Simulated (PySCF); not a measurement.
Input for PySCF: R-HF/STO-3G on H5NSeSi (SMILES N[Se][SiH3]), a point of a torsion scan.

```python
from pyscf import gto, scf, dft, mp
from pyscf.data.elements import chemcore

mol = gto.M(
    atom='''
    N     1.84333410    0.08994022    0.06583612
    Se    0.19829900   -0.20062535    0.94272789
    Si   -0.34372531    1.99901378    1.12176236
    H     2.43831352    0.64904088    0.67601302
    H     2.28963936   -0.81768329   -0.04378930
    H     0.72249675    2.65804330    1.87877664
    H    -0.46741000    2.60620670   -0.19875528
    H    -1.59712983    1.98638798    1.86315480
    ''',
    basis='sto-3g',
    charge=0, spin=0, verbose=3, max_memory=1800)
mf = scf.RHF(mol)
mf.conv_tol = 1e-8
mf.max_cycle = 100
mf.kernel()
if not mf.converged:
    mf = mf.newton().run(mf.mo_coeff, mf.mo_occ)
```

The log:

```
converged SCF energy = -2715.8073819003
```

The run converged.

Cost: around 0.3 core-seconds (rough).
